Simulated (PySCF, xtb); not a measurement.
CH2FNO2Si, SMILES F[Si@H](O)OC#N. One conformer was computed; it need not be the lowest.

Harmonic wavenumbers (cm⁻¹) from xtb with GFN2-xTB at its own minimum, in rising order: 53, 104, 158, 247, 251, 296, 488, 498, 616, 669, 669, 750, 841, 1005, 1262, 2470, 2528, 3630.

Task: What does PBE-D3(BJ)/def2-SVP in PySCF give at its own minimum? (The exact figures need the calculation; the answer reports its results.)

Result: 34, 93, 199, 281, 307, 350, 483, 496, 668, 736, 795, 822, 887, 991, 1177, 2313, 2325, 3768. Paired by order, the mean absolute difference is 66 cm⁻¹ and the zero-point energies are 23.6 and 23.9 kcal/mol.
